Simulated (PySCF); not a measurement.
What builds the second ionisation energy along group 14

All values are computed (PySCF 2.14, energy differences of UHF-based or UKS calculations, no spin-orbit coupling). Each column adds one step, in eV (sums use unrounded values): valence MP2, valence CCSD, valence triples, then the next inner shell at CCSD(T) (C 1s, Si 2s 2p, Ge 3s 3p 3d). References (NIST) marked * lie between the lowest fine-structure levels; the others compare directly ((s) semi-empirical, (t) theoretical).

| element | UHF | + MP2 | + CCSD | + (T) | + inner shell | sum | reference |
| --- | --- | --- | --- | --- | --- | --- | --- |
| C [He] 2s2 2p1 → [He] 2s2 (x2c-QZVPPall, spin-free X2C) | 24.169 | 0.247 | -0.174 | 0.034 | 0.042 | 24.319 | 24.378 |
| Si [Ne] 3s2 3p1 → [Ne] 3s2 (x2c-QZVPPall, spin-free X2C) | 15.835 | 0.294 | 0.102 | 0.033 | -0.005 | 16.258 | 16.322 |
| Ge [Ar] 3d10 4s2 4p1 → [Ar] 3d10 4s2 (x2c-QZVPPall, spin-free X2C) | 15.257 | 0.263 | 0.061 | 0.023 | 0.121 | 15.726 | 15.789 |

What remains against the references is mostly basis incompleteness.

These are valence bases, so the inner-shell step is incomplete.
